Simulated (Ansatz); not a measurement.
This geometry of BF₂H₄NSi (9 atoms, charge 0, multiplicity 1) is a first-order saddle point.

These are results of RKS r2SCAN-D4/def2-mTZVP (Ansatz), not measurements.

```xyz
9
Properties=species:S:1:pos:R:3
F -2.170 0.946 0.522
B -1.511 -0.202 0.378
N -0.079 -0.252 0.581
Si 1.169 0.126 -0.534
F 1.590 1.680 -0.521
H -2.178 -1.147 0.072
H 0.221 -0.402 1.540
H 2.385 -0.629 -0.164
H 0.663 -0.167 -1.892
```

Q: Which two structures does it join? (They come from a converged band through this point; their orientation in space is the band's.)

A: No bond is made or broken. The dihedral F1–B2–N3–Si4 goes from -179 to 1°.

First end point:

```xyz
9
Properties=species:S:1:pos:R:3
F -2.303 0.272 1.436
B -1.479 0.061 0.403
N -0.085 0.073 0.619
Si 1.145 -0.145 -0.579
F 1.719 1.270 -1.079
H -1.949 -0.138 -0.676
H 0.212 0.263 1.574
H 2.284 -0.872 0.023
H 0.544 -0.830 -1.739
```

Last end point:

```xyz
9
Properties=species:S:1:pos:R:3
F -1.968 0.168 -0.775
B -1.483 0.112 0.472
N -0.090 -0.035 0.650
Si 1.134 -0.134 -0.579
F 1.627 1.331 -1.018
H -2.245 0.183 1.387
H 0.225 -0.043 1.614
H 2.302 -0.828 0.006
H 0.586 -0.799 -1.774
```

Q: How far does it lie above each of them?

A: 0.81 eV above the first and 0.79 eV above the second. This is the barrier of this one path; another mechanism may lie lower.

The run took 88 s on 2 threads of AMD EPYC 9R14 (Zen 4), on a shared host, peak memory 0.18 GiB.
